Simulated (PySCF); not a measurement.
1-methyl-2,3-dihydroborole (C5H9B), SMILES CB1C=CCC1. Heavy atoms are numbered as in [CH3:1][B:2]1[CH:3]=[CH:4][CH2:5][CH2:6]1. Hydrogens are named by the atom that carries them.

Coordinates come from a B3LYP-D3(BJ)/def2-SVP optimisation. One conformer was computed; it need not be the lowest.

All values below come from ωB97X/def2-TZVP in PySCF.

ESP charges are fitted to the potential on shells at 1.4 to 2.0 van der Waals radii. Atomic charges (e), one atom of each kind:

```json
[
 {"atom": "C1 (CH3)", "Mulliken": "-0.43", "ESP fit": "-0.88", "IAO": "-0.57", "Löwdin": "-0.26"},
 {"atom": "B2", "Mulliken": "0.28", "ESP fit": "0.73", "IAO": "0.30", "Löwdin": "-0.47"},
 {"atom": "C3 (CH)", "Mulliken": "-0.33", "ESP fit": "-0.60", "IAO": "-0.31", "Löwdin": "-0.09"},
 {"atom": "C4 (CH)", "Mulliken": "-0.10", "ESP fit": "0.03", "IAO": "-0.06", "Löwdin": "-0.08"},
 {"atom": "C5 (CH2)", "Mulliken": "-0.13", "ESP fit": "-0.16", "IAO": "-0.26", "Löwdin": "-0.23"},
 {"atom": "C6 (CH2)", "Mulliken": "-0.36", "ESP fit": "-0.23", "IAO": "-0.41", "Löwdin": "-0.19"},
 {"atom": "H on C1", "Mulliken": "0.13", "ESP fit": "0.19", "IAO": "0.16", "Löwdin": "0.16"},
 {"atom": "H on C3", "Mulliken": "0.11", "ESP fit": "0.19", "IAO": "0.14", "Löwdin": "0.14"},
 {"atom": "H on C4", "Mulliken": "0.13", "ESP fit": "0.10", "IAO": "0.14", "Löwdin": "0.14"},
 {"atom": "H on C5", "Mulliken": "0.11", "ESP fit": "0.08", "IAO": "0.14", "Löwdin": "0.14"},
 {"atom": "H on C6", "Mulliken": "0.12", "ESP fit": "0.05", "IAO": "0.15", "Löwdin": "0.16"}
]
```

Computed Mayer and Wiberg (Löwdin basis) orders of the bonds:
```csv
bond,Mayer,Wiberg
C1–B2,1.03,1.31
B2–C3,1.07,1.21
C3–C4,1.83,1.89
C4–C5,1.00,1.20
B2–C6,1.01,1.15
C5–C6,0.98,1.15
```
